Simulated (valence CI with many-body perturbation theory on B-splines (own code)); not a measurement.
**Questions on Cs⁵⁰⁺**

Method: relativistic CI+MBPT: three valence electrons over a frozen Dirac-Fock core [He], radial functions for each j: 11 s, 11 p, 10 d, 8 f, 5 g, 2 h, with the one-electron correlation potential Σ1 (screened to all orders), the two-electron term Σ2, the three-electron term Σ3, Breit, model QED; selected single and double excitations, second order for the rest, scaled by the run's own slope (own B-spline code, finite nucleus).

No measured spectrum was set against this ion. As an estimate, large intervals hold to a few tenths of a per cent, small ones and those within an open d or f shell to about a per cent.

Levels are named by their leading jj configuration (3d3/2^4 stands for four electrons in 3d with j = 3/2), which in mixed levels can hold well under half, so a name can repeat and another be missing.

Rates and lifetimes use the calculated energies. Strong lines usually hold to 10 to 20 %, long lifetimes can be off by a factor of two.

**Question.** What is the ground level?

**Answer.** (2s^2 2p1/2) J=1/2, composition 100 % 2s²2p ²P°, g = 0.640.

**Question.** How well does LS coupling describe the low levels?

**Answer.** Among the lowest 20 levels the leading LS term, summed over configurations, holds 76 % on average. For single configurations the figures are 76 % in LS and 98 % in jj coupling. Terms mix most in the J = 3/2 level at 768.5 eV, where the leading one holds 46 %.

**Question.** Among levels below 7824.5 eV, which E1 lines absorb most strongly from the ground level?

**Answer.** to (2s^2 3d3/2) J=3/2 at 0.2207 nm, f = 0.506; to (2s 2p1/2 3p1/2) J=3/2 at 0.2221 nm, f = 0.282; to (2s 2p1/2 3p3/2) J=3/2 at 0.2171 nm, f = 0.185.

**Question.** Where does the other parity begin?

**Answer.** At (2s 2p1/2^2) J=1/2, 168.0 eV.

**Question.** What is the ionisation energy?

**Answer.** 9623.5 eV; NIST lists 9629 ± 4 eV (theoretical).
